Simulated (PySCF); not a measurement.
## [WS2]-: fields on a plane

Method: UPBE0 in PySCF with W def2-SVPD with ECP60, S def2-SVPD; scalar-relativistic core potentials, no spin–orbit coupling; density-fitted integrals.

The quartet minimum has W–S 2.206 Å (×2); S–W–S 140.6°.

The plane holds W1 at (0.00, 0.00), S2 at (2.21, 0.00), S3 at (-1.70, 1.40) Å. Columns run from x = -3.75 to 4.65 Å, rows from y = 3.75 (top) to -1.95 Å, in steps of 0.3 Å. Other isomers or separated fragments may lie lower. Core electrons replaced by a potential are absent, the electrostatic potential uses the reduced nuclear charge, and values within about 0.7 Å of such atoms have no physical meaning.

Give the electrostatic potential (V) (cut at 20 V). Lower edges of the bins (V): '0' -5.11, '1' -4.96, '2' -4.73, '3' -4.35, '4' -3.76, '5' -2.83, '6' -1.34, '7' 1.01, '8' 4.73, '9' 10.64; top 20.0.


```
44433333233333334444444444455
44332222122223333334444444445
43322111101122233333334444444
33222233210011222333333344444
33223456542001222222233334444
32235789864211222111122333444
32357999996433322100011223344
32368999997555443100000122334
22369999998766654333432112334
22358999998888876556765311233
22246999999999987789997532233
22124678889999998899999742233
32101356799999999999999853233
32100135799999999999999853233
33211135689999998899999743233
43322235679999997789997532233
44333334567899876556765422334
44433334456677765333333222334
44444444445555554200011223344
44444444444444443210012233444
```

Give the highest occupied orbital (Å^-3/2) at -1.45 eV (cut at ±0.3; overall sign arbitrary). Lower edges of the bins (Å^-3/2): '0' -0.300, '1' -0.240, '2' -0.180, '3' -0.120, '4' -0.060, '5' 0.000, '6' 0.060, '7' 0.120, '8' 0.180, '9' 0.240; top 0.30.


```
54444444444444444444444444444
54444444444444444444444444444
55444444444444444444444444444
55544443334444444444444444444
55554433333444454444444444444
55555432223344555444444444444
55555532012345555444444444444
55667656212456655444344444444
55678827313567765443333444444
56678975323699986432223344444
55678886433699996421113344444
55667776532399985311123444444
55666766541046654325944555555
55566666664354013344066655555
55556667789996224567887665555
55556667799999755678987665555
55555667899999876677877665555
55555666789999876667766655555
55555566778888776666666555555
55555566677777766666655555555
```

Open d and f shells are described by one determinant, and the ground state may have another occupation or spin. The lowest empty level of this anion is unbound, so it and the gap depend on the basis. With an element this heavy the missing spin–orbit coupling can shift these numbers.
